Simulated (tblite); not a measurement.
Compound: C8H15Al.
Numbering: `[CH2:1]=[CH:2][C:3](=[CH2:4])[AlH:5][CH2:6][CH:7]([CH3:8])[CH3:9]` (hydrogens: H10, H11 on C1; H12 on C2; H13, H14 on C4; H15 on Al5; H16, H17 on C6; H18 on C7; H19, H20, H21 on C8; H22, H23, H24 on C9)

Computed with GFN2-xTB (tblite), gas phase: L-BFGS steps from a force-field or distance-geometry start until the largest atomic force falls under 0.01 eV/Å.

Step 121: E = -700.9297 eV
```
atom  x, y, z in Å  |  force x, y, z in eV/Å
C1     -3.0543   -1.4495    0.2191    0.032  -0.016   0.006
C2     -3.2313   -0.3070    0.8707   -0.020   0.004   0.009
C3     -2.4364    0.8807    0.5785   -0.019  -0.030  -0.013
C4     -2.8951    2.0976    0.9028   -0.013   0.047   0.006
Al5    -0.6585    0.8927   -0.3319   -0.015  -0.004   0.021
C6      0.6045   -0.6336   -0.6462   -0.023  -0.018   0.014
C7      2.0384   -0.1338   -0.8952   -0.023  -0.008   0.010
C8      2.5113    0.6660    0.3136    0.000   0.020  -0.008
C9      2.9918   -1.2958   -1.1755    0.003   0.010   0.017
H10    -2.2844   -1.5261   -0.5382    0.005  -0.005  -0.006
H11    -3.6617   -2.3223    0.3964    0.040   0.014  -0.007
H12    -4.0037   -0.2231    1.6286   -0.021   0.017  -0.006
H13    -2.3234    2.9864    0.6621    0.045  -0.021  -0.008
H14    -3.8522    2.2708    1.3797    0.004   0.001   0.008
H15    -0.2703    2.3246   -0.7983   -0.004   0.001  -0.016
H16     0.6178   -1.3005    0.2317   -0.005  -0.035  -0.001
H17     0.3094   -1.2825   -1.4850    0.000   0.002  -0.017
H18     2.0338    0.5325   -1.7679   -0.008   0.001   0.007
H19     3.4844    1.1173    0.1376    0.046  -0.010  -0.016
H20     2.5803    0.0245    1.1906   -0.013   0.013   0.004
H21     1.7938    1.4654    0.5265   -0.011  -0.006   0.006
H22     2.6452   -1.8923   -2.0173   -0.002   0.033  -0.010
H23     3.0586   -1.9443   -0.3034   -0.004  -0.011   0.001
H24     3.9902   -0.9282   -1.4043    0.007   0.001  -0.001
```

Step 122: E = -700.9307 eV
```
atom  x, y, z in Å  |  force x, y, z in eV/Å
C1     -3.0490   -1.4517    0.2330    0.001   0.001   0.005
C2     -3.2297   -0.3057    0.8785   -0.021  -0.026  -0.007
C3     -2.4361    0.8816    0.5816   -0.005  -0.086  -0.035
C4     -2.8972    2.0996    0.8941   -0.023   0.072   0.001
Al5    -0.6587    0.8914   -0.3311   -0.021  -0.006   0.034
C6      0.6036   -0.6337   -0.6509   -0.023  -0.022  -0.001
C7      2.0381   -0.1329   -0.8935   -0.008  -0.008   0.018
C8      2.5086    0.6600    0.3208    0.015   0.016  -0.011
C9      2.9938   -1.2923   -1.1806    0.005   0.020   0.029
H10    -2.2833   -1.5282   -0.5284    0.023  -0.007   0.006
H11    -3.6543   -2.3264    0.4123    0.046   0.037  -0.003
H12    -4.0045   -0.2183    1.6337   -0.010   0.009   0.000
H13    -2.3252    2.9853    0.6468    0.061   0.009  -0.010
H14    -3.8561    2.2774    1.3638   -0.019   0.000   0.026
H15    -0.2724    2.3227   -0.7976    0.000   0.011  -0.020
H16     0.6129   -1.3098    0.2202    0.000  -0.033  -0.020
H17     0.3094   -1.2703   -1.5000    0.000  -0.008   0.002
H18     2.0346    0.5396   -1.7611   -0.006   0.003  -0.007
H19     3.4880    1.1021    0.1539    0.035  -0.018  -0.013
H20     2.5635    0.0144    1.1958   -0.008   0.021   0.011
H21     1.7985    1.4669    0.5298   -0.017  -0.015   0.007
H22     2.6496   -1.8835   -2.0268   -0.013   0.027  -0.010
H23     3.0618   -1.9463   -0.3123   -0.009  -0.004  -0.010
H24     3.9922   -0.9223   -1.4073   -0.003   0.005   0.007
```

Task: Estimate the geometry and energy of step 123. (The exact step hangs on the optimiser's Hessian estimate; all steps are aligned on step 122, rigid shifts and turns removed.)

Result: E = -700.9316 eV, largest force 0.107 eV/Å
```
atom  x, y, z in Å  |  force x, y, z in eV/Å
C1     -3.0417   -1.4538    0.2442   -0.014  -0.038  -0.029
C2     -3.2287   -0.3066    0.8846   -0.024   0.024   0.009
C3     -2.4363    0.8806    0.5837    0.003  -0.096  -0.047
C4     -2.8951    2.1016    0.8867   -0.021   0.074  -0.011
Al5    -0.6604    0.8911   -0.3308   -0.014  -0.004   0.032
C6      0.6009   -0.6340   -0.6555   -0.004   0.024  -0.008
C7      2.0365   -0.1319   -0.8922   -0.001   0.011   0.031
C8      2.5050    0.6561    0.3269   -0.003  -0.006  -0.010
C9      2.9937   -1.2895   -1.1837    0.001   0.019   0.040
H10    -2.2792   -1.5297   -0.5206    0.038   0.001   0.021
H11    -3.6426   -2.3314    0.4239    0.035   0.040   0.007
H12    -4.0065   -0.2155    1.6366    0.003  -0.007   0.002
H13    -2.3189    2.9827    0.6309    0.048   0.006   0.002
H14    -3.8545    2.2857    1.3521   -0.025   0.008   0.034
H15    -0.2772    2.3239   -0.7964    0.003   0.006  -0.019
H16     0.6068   -1.3148    0.2109    0.003  -0.051  -0.011
H17     0.3088   -1.2617   -1.5108   -0.008  -0.031  -0.007
H18     2.0351    0.5454   -1.7561   -0.009  -0.003  -0.009
H19     3.4869    1.0940    0.1647    0.035  -0.019  -0.006
H20     2.5524    0.0054    1.1990    0.002   0.035   0.009
H21     1.7979    1.4660    0.5378   -0.010  -0.033  -0.006
H22     2.6517   -1.8749   -2.0341   -0.024   0.015  -0.023
H23     3.0613   -1.9498   -0.3199   -0.016   0.007  -0.012
H24     3.9925   -0.9194   -1.4073    0.001   0.018   0.011
```

The energy changes by -0.0009 eV. The first-order estimate −F·Δx gives -0.0014 eV and the mean of the old and new forces, exact on a quadratic surface, -0.0009 eV. The step makes an angle of 82° with the force vector and moves no atom by more than 0.017 Å.

What follows is the cost of the whole relaxation. On one thread of an Arm Neoverse N1, no GPU (shared host), this took 3.8 s of wall time.
